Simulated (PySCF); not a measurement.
# Radial density of B²⁺ (boron, charge +2)

UHF, [He] 2s1, 2S determinant. Calculation: PySCF 2.14, in aug-cc-pVDZ (4s3p2d, 23 functions); the non-relativistic Hamiltonian (point nucleus).

```csv
r (bohr),4πr²ρ (e/bohr),4πr²(ρα − ρβ)
0.00670,0.03727,0.0009
0.0113,0.1012,0.0024
0.0190,0.2643,0.0062
0.0319,0.6590,0.0156
0.0536,1.502,0.0357
0.0902,2.972,0.0707
0.152,4.624,0.1047
0.255,4.866,0.0836
0.429,2.699,0.0030
0.722,0.7075,0.1666
1.21,0.6571,0.6376
2.04,0.4275,0.4275
3.44,0.03141,0.0314
5.78,0.0001168,0.0001
```
